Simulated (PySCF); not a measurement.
These compounds are isomers of formula C₆H₁₂N₂Si.

A. SMILES Cc1cnn([SiH](C)C)c1
B. `InChI=1S/C6H12N2Si/c1-6-4-5-8(7-6)9(2)3/h4-5,9H,1-3H3`
C. SMILES C[Si](C)(C)n1cccn1

Spectrum 1. 1H NMR (500 MHz, computed): δ 7.46 (m, 1H), 6.39 (m, 1H), 5.37 (sept, 1H), 2.50 (s, 3H), 0.56 (d, 6H). 13C{1H} NMR (computed): δ 156.1 (C), 139.0 (CH), 112.6 (CH), 16.2 (CH3), -2.2 (CH3).

Spectrum 2. 1H NMR (500 MHz, computed): δ 7.80 (m, 1H), 7.58 (m, 1H), 6.58 (m, 1H), 0.42 (s, 9H). 13C{1H} NMR (computed): δ 145.7 (CH), 136.8 (CH), 112.6 (CH), 0.5 (CH3).

Spectrum 3. 1H NMR (500 MHz, computed): δ 7.78 (m, 1H), 7.36 (m, 1H), 5.27 (sept, 1H), 2.29 (s, 3H), 0.45 (d, 6H). 13C{1H} NMR (computed): δ 149.0 (CH), 137.3 (CH), 121.9 (C), 11.1 (CH3), -0.7 (CH3).

[PySCF 2.14: NMR shieldings at PBE0/pcSseg-1/GIAO; structure optimised with GFN2-xTB; no solvent model; single conformer; non-relativistic; equivalent nuclei averaged]

Chemical shifts δ = σref − σ; 1H (σ = 31.72 ppm) and 13C (σ = 186.93 ppm) vs TMS, all at this level. Where no couplings were computed, multiplicities follow the n + 1 count of equivalent neighbours, and m marks all less simple cases (inequivalent or close neighbours, rings, F or P nearby). Shifts are as computed. Against solution values, carbons near 30 ppm lie about +3 ppm off and those near 130 ppm about +5 ppm. Of 1211 compounds with measured shifts, 218 miss one by over three times the rms of a fit or turn the order of signals round; such compounds aren't used in these exercises.

Question: Match each spectrum to its structure.

Answer: 1–B, 2–C, 3–A.

- Spectrum 1 (B): 5 13C signals; δC 16.2 is a methyl carbon on an aromatic ring; δC -2.2 is a methyl carbon bonded to Si.
- Spectrum 2 (C): 4 13C signals; δC 145.7 is an aromatic CH next to a ring nitrogen; δC 0.5 is a methyl carbon bonded to Si.
- Spectrum 3 (A): 5 13C signals; δC 149.0 is an aromatic CH next to a ring nitrogen; δC 11.1 is a methyl carbon on an aromatic ring.
